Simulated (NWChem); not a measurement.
Species: SiH2O, singlet; SMILES O[SiH]

```xyz
4

Si     0.1464    -0.6412     0.0000
H     -1.4122    -0.8561     0.0000
O      0.1406     1.0489     0.0000
H     -0.7300     1.4890     0.0000
```
Atoms are numbered in this order, from 1.

All runs: NWChem. Low-valent species are run as closed-shell singlets; no triplet was tried in these runs. Coordinates come from a PBE-D3(BJ)/def2-SVP optimisation. Vzz is the largest principal value of the second derivative of the potential at the nucleus (NWChem prints the opposite sign); η is the asymmetry. Non-relativistic.

```
level          Vzz O3 (a.u.)  η O3
-------------  -------------  ----
PBE/cc-pVTZ            1.151  0.26
PBE/def2-TZVP          1.153  0.24
PBE0/def2-SVP            ___  0.18
PBE0/cc-pVTZ           1.186  0.19
```

Question: What belongs in the gaps?

Answer: 
- PBE0/def2-SVP, Vzz O3 (a.u.): 1.227
